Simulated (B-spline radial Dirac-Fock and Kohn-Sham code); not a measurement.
## Form factor and incoherent scattering function of Hf²³⁺

System: hafnium as Hf²³⁺ in the configuration [Kr] 4d10 4f3.

The computed values come from a radial atomic solver: Dirac-Fock densities. f₀ is the Fourier transform of the spherical electron density, S the Waller-Hartree incoherent function, and s = sin θ/λ. The electron scattering factor follows from the Mott-Bethe formula f_e = 0.023934 Å⁻¹·(Z − f₀)/s².

| s (Å⁻¹) | f₀ | S | f_e (Å) |
| --- | --- | --- | --- |
| 0 | 49.000 | 0.000 | – |
| 0.04 | 48.926 | 0.059 | 345.161 |
| 0.05 | 48.884 | 0.092 | 221.302 |
| 0.06 | 48.833 | 0.132 | 154.020 |
| 0.08 | 48.704 | 0.233 | 87.119 |
| 0.1 | 48.539 | 0.363 | 56.151 |
| 0.13 | 48.225 | 0.609 | 33.670 |
| 0.16 | 47.834 | 0.913 | 22.593 |
| 0.21 | 47.019 | 1.539 | 13.558 |
| 0.27 | 45.796 | 2.462 | 8.603 |
| 0.35 | 43.810 | 3.917 | 5.508 |
| 0.45 | 40.902 | 5.966 | 3.676 |
| 0.58 | 36.744 | 8.760 | 2.508 |
| 0.75 | 31.321 | 12.293 | 1.731 |
| 0.96 | 25.559 | 16.236 | 1.206 |
| 1.23 | 20.344 | 20.668 | 0.817 |
| 1.59 | 16.399 | 25.579 | 0.526 |
| 2.04 | 13.406 | 30.131 | 0.337 |
| 2.63 | 10.070 | 34.177 | 0.214 |
| 3.38 | 6.962 | 37.682 | 0.136 |
| 4.35 | 5.104 | 40.789 | 0.085 |
| 5.59 | 4.032 | 43.417 | 0.052 |
| 7.2 | 2.898 | 45.465 | 0.032 |

f₀ starts at the number of electrons, 49, and has fallen to half at s ≈ 1.01 Å⁻¹. The sum of ⟨r²⟩ over the electrons is 6.302 bohr². For an ion f_e diverges as s goes to zero, because of the net charge.
